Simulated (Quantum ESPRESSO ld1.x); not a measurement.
The numbers below are computed, except where a source is named.
Question: Species: Re II. Configuration: [Xe] 4f14 5d5 6s1. Code: ld1.x of Quantum ESPRESSO 7.5. Model: Dirac Kohn-Sham, BLYP, spin-unpolarised, spherical densities, point nucleus; open shells fill j = l - 1/2 first.

Spin-orbit splittings of the eigenvalues, e(l+1/2) - e(l-1/2), with zeta = 2 splitting/(2l+1) and mean radii in bohr:

| shell | occ. | splitting (eV) | zeta (eV) | <r> j=l-1/2 | <r> j=l+1/2 |
|---|---|---|---|---|---|
| 2p | 6 | 1440 | 960.2 | 0.06246 | 0.07053 |
| 3p | 6 | ? | ? | 0.1870 | 0.2019 |
| 3d | 10 | 67.88 | 27.15 | 0.1765 | 0.1811 |
| 4p | 6 | 73.01 | 48.68 | 0.4450 | 0.4785 |
| 4d | 10 | 13.49 | 5.394 | 0.4935 | 0.5048 |
| 4f | 14 | 2.511 | 0.7176 | 0.5764 | 0.5853 |
| 5p | 6 | 10.98 | 7.318 | 1.138 | 1.241 |
| 5d | 5 | 0.9123 | 0.3649 | 1.830 | 1.902 |

Estimate the 3p splitting.

Answer: 312.8 eV (zeta = 208.5 eV).
